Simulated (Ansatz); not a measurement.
Cost and result for the atomization energy of CH7BGeO2, SMILES `O[BH][GeH2][CH2]O` (12 atoms, 11 bonds).

```xyz
12

O     0.7313   -2.0931    1.0178
B     1.5014   -1.0586    0.6182
Ge    0.5633    0.5638   -0.2722
C    -1.4004    0.3724   -0.4549
O    -2.0365    1.5250   -0.9768
H     1.2265   -2.8122    1.4222
H     2.6929   -1.1052    0.7870
H     0.8053    1.8392    0.5752
H     1.1718    0.8592   -1.6594
H    -1.6092   -0.4395   -1.1540
H    -1.8270    0.0759    0.5122
H    -1.8195    2.2730   -0.4153
```

The species carries charge 0 and has multiplicity 1. Correlated methods include outer-core shells of Ge, which these sets cover unevenly. Scalar relativity is left out up to krypton. The geometry is a stationary point of PBE0-D4/def2-TZVP. It is one conformer, not always the lowest. Program: Ansatz. All runs use 4 threads of an Intel Xeon Platinum 8259CL on a shared host. Times are those of one run each, without the atoms' runs, and a repeat can differ threefold. Electronic energies, without spin–orbit coupling; frozen cores. CCSD(T)/CBS adds CCSD(T) − MP2 in def2-TZVPP to the MP2 limit, and its time is that of the two runs behind it. T1 = 0.013. With those shells the extrapolation isn't a true limit. B3LYP takes the VWN-RPA correlation (the form of Gaussian; ORCA's B3LYP/G).

CCSD(T)/CBS is a level of theory with its own doubt, some kJ/mol a heavy atom from the limit and from the frozen cores, so smaller differences don't rank the functionals.

```
                             level  functions  wall time  atomization (kcal/mol)  difference from CCSD(T)/CBS  per bond
   PBE-D4/def2-TZVPP (with forces)        270      2.9 s                  1024.0                         14.2       1.3
                PBE0-D4/def2-TZVPP        270      3.6 s                  1004.3                         -5.5      -0.5
r2SCAN-D4/def2-TZVPP (with forces)        270      4.9 s                  1011.2                          1.4       0.1
 B3LYP-D4/def2-TZVPP (with forces)        270      5.5 s                  1005.0                         -4.8      -0.4
                 B2PLYP/def2-TZVPP        270        7 s                   996.3                        -13.5      -1.2
                ωB97X-V/def2-TZVPP        270      8.5 s                  1010.2                          0.4       0.0
  ωB97M-V/def2-TZVPP (with forces)        270       13 s                  1007.9                         -1.9      -0.2
                    MP2/def2-QZVPP        527       31 s                  1014.6                          4.8       0.4
                CCSD(T)/def2-TZVPP        270    3.5 min                   985.9                        -23.9      -2.2
                 CCSD(T)/CBS(def2)          –      4 min                  1009.8                          0.0       0.0
```

From PBE to PBE0 (25 % exact exchange), in def2-TZVPP and without D4, the atomization energy moves by −19.0 kcal/mol: exact exchange takes away binding that semilocal exchange gives to molecules. The D4 term adds +7.9 kcal/mol with B3LYP and +4.2 kcal/mol with PBE0; it sums over pairs of atoms, weighted by their polarisabilities, and B3LYP, whose exchange is more repulsive, gets the larger term. In def2-TZVPP, CCSD(T) changes the Hartree–Fock value by +262.7 kcal/mol (the triples alone add +14.7 kcal/mol) and MP2 by +277.5 kcal/mol; breaking electron pairs costs correlation energy, which Hartree–Fock lacks.
